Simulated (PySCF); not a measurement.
## Electron correlation in Cd³⁺ (cadmium, charge +3)

[Kr] 4d9, 2D determinant. All numbers are calculated (PySCF 2.14, scalar relativity through the core potential, in aug-cc-pwCVDZ-PP with ECP28MDF (6s6p5d3f, 70 functions)). Frozen: 4s2 4p6; 9 electrons correlated.

```csv
level,correlation energy (mhartree)
CCSD,-267.72
(T),-3.72
CCSD(T),-271.44
```

Diagnostics: T1 = 0.0011, D1 = 0.0022, largest double amplitude 0.021.

Q: Is a single reference adequate?

A: Yes, within this model without spin-orbit coupling: T1 lies below 0.03 and no double amplitude reaches 0.07.
